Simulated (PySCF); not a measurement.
## Correlation energy of Zr (zirconium, neutral)

[Kr] 4d2 5s2, high-spin 3F determinant. Computed with PySCF 2.14 in def2-QZVPPD with the def2 core potential (28 electrons), with scalar relativity through the core potential. Frozen: nothing; 12 electrons correlated.

```tsv
level	correlation energy (mhartree)
CCSD	-324.62
(T)	-13.22
CCSD(T)	-337.84
```

Diagnostics: T1 = 0.024, D1 = 0.0975, largest double amplitude 0.062.

Cost of the coupled-cluster step: about 40 core-seconds, for 12 correlated electrons.

The basis has no tight functions for the innermost shells, so their pair energies are far from complete.

This basis was not built for core-valence correlation, so the inner-shell part is incomplete.
